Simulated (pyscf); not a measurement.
Optimised with ωB97X-D3(BJ)/def2-SVP in PySCF. Correlated levels are frozen-core, on RHF or UHF. ΔMP2 is the change of the MP2 total energy from the triple- to the quadruple-zeta basis.

Task: PBE/def2-TZVP puts the barrier of :HC–CH=CH–F [singlet] → H₂C=C=CH–F (hydrogen shift; singlet surface; C–H broken, C–H formed) at 15.4 kcal/mol and the reaction energy at -53.3 kcal/mol, from the reactant's lowest minimum found. What do B3LYP-D3(BJ)/def2-TZVP, M06-2X/def2-TZVP, CCSD(T)/def2-TZVPP + ΔMP2(QZVPP) give on the same structures?

Result: B3LYP-D3(BJ): ΔE‡ = 19.6 kcal/mol, ΔE = -51.0 kcal/mol; M06-2X: ΔE‡ = 18.4 kcal/mol, ΔE = -52.2 kcal/mol; CCSD(T): ΔE‡ = 20.6 kcal/mol, ΔE = -50.8 kcal/mol. PBE's barrier lies under all of them, by 2.9 to 5.1 kcal/mol. Its reaction energy lies under all of them, by 1.1 to 2.5 kcal/mol. On the reactant side the descent ends in a point that may be a rotor saddle (no frequency run), 5.7 kcal/mol over the lowest minimum found and 14.8 kcal/mol under the saddle at ωB97X-D3(BJ)/def2-TZVP. This is the saddle that the search found; another between the same sides may lie lower. A restricted singlet here is unstable towards spin polarisation, as is usual where a triplet lies low; its energy is less safe. The CCSD(T) − MP2 part came from Ansatz, without density fitting, on the same reference.
